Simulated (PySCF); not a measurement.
**Mass spectrum arithmetic for `CSCO[SiH3]`**

Species: `CSCO[SiH3]`.

Calculated from isotope tables alone.

Molar mass and exact mass?

For C2H8OSSi, with standard atomic weights, 2 × 12.011 + 1 × 32.060 + 1 × 15.999 + 1 × 28.085 + 8 × 1.008 = 108.230 g/mol. From the most abundant isotopes (12C, 32S, 16O, 28Si, 1H), 2 × 12.000000 + 1 × 31.972071 + 1 × 15.994915 + 1 × 27.976927 + 8 × 1.007825 = 108.0065 u.

Give the isotope pattern of the molecular ion M+•, merging species of the same nominal mass.

```json
{"nominal mass": "108", "m/z (centroid)": "108.0060", "relative intensity": "100.0"}
{"nominal mass": "109", "m/z (centroid)": "109.0066", "relative intensity": "8.2"}
{"nominal mass": "110", "m/z (centroid)": "110.0025", "relative intensity": "8.3"}
{"nominal mass": "111", "m/z (centroid)": "111.0035", "relative intensity": "0.5"}
{"nominal mass": "112", "m/z (centroid)": "111.9998", "relative intensity": "0.2"}
```

Lines under 0.1 % of the tallest are left out. One electron mass, 0.00055 u, is taken off. Abundances used (%; other tables differ somewhat): 12C 98.93, 13C 1.07; 32S 94.93, 33S 0.76, 34S 4.29, 36S 0.02; 16O 99.757, 17O 0.038, 18O 0.205; 28Si 92.2297, 29Si 4.6832, 30Si 3.0872; 1H 99.9885, 2H 0.0115.

Count the protons, neutrons and electrons of the monoisotopic species, and give its exact less its nominal mass.

58 protons, 50 neutrons and 58 electrons; 108.0065 − 108 = +0.0065 u.

What resolving power m/Δm just matches the spacing of the species with one 34S and with one 30Si?

They lie 0.00105 u apart at mass 110.00, so m/Δm is about 100000.

Give the mass fraction of each element.

C 22.20 %, S 29.62 %, O 14.78 %, Si 25.95 %, H 7.45 %.

Double-bond equivalents and nitrogen rule?

(2 × 3 + 2 + 0 − 8)/2 = 0; the structure has 0 rings and 0 π bonds. The nominal mass 108 is even, with 0 nitrogens, as the rule says.

What share of all molecules is the monoisotopic species?

0.9893^2 × 0.9493 × 0.99757 × 0.922297 × 0.999885^8 = 85.40 %.
